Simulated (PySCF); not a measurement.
CH10FNSi3, SMILES F[SiH2]C[SiH2]N[SiH3]. Atoms are numbered in the order given.

```xyz
16

F      2.8694    -0.4437    -1.2418
Si     2.6079    -0.0529     0.3239
C      0.9127     0.7082     0.4519
Si    -0.3743    -0.0808    -0.6854
N     -2.0091     0.4325    -0.3487
Si    -3.1040    -0.1630     0.8676
H      2.6865    -1.3118     1.1171
H      3.6936     0.8823     0.7346
H      0.9616     1.7910     0.2382
H      0.5639     0.6042     1.4968
H     -0.0668     0.2937    -2.0955
H     -0.3039    -1.5615    -0.5029
H     -2.3248     1.2439    -0.8779
H     -2.4867    -1.3968     1.4362
H     -4.4450    -0.4878     0.2909
H     -3.3300     0.8123     1.9826
```

Geometry: r2SCAN-D4/def2-SVP. This is a generated structure with no PubChem entry under its InChIKey; it may be hypothetical. The values are those of a single conformer.

Method: HF/pcSseg-1 (PySCF).

GIAO shieldings, no solvent; atoms listed in one row are averaged. δ = σ(ref) − σ: ¹⁹F against CFCl3 (σ = 238.5 ppm); ²⁹Si against TMS (σ = 393.8 ppm); ¹³C against TMS (σ = 192.6 ppm); ¹⁵N against NH3 (σ = 267.3 ppm); ¹H against TMS (σ = 31.99 ppm), references at their B3LYP-D3(BJ)/def2-TZVP geometries, non-relativistic.

```tsv
nucleus	atoms	count	δ (ppm)
¹⁹F	F1	1	-174.7
²⁹Si	Si2	1	-2.4
²⁹Si	Si4	1	-28.2
²⁹Si	Si6	1	-51.2
¹³C	C3	1	3.6
¹⁵N	N5	1	-0.1
¹H	H8	1	4.97
¹H	H7	1	4.87
¹H	H11, H12	2	4.72
¹H	H14, H15, H16	3	4.56
¹H	H9	1	0.69
¹H	H13	1	0.02
¹H	H10	1	-0.12
```
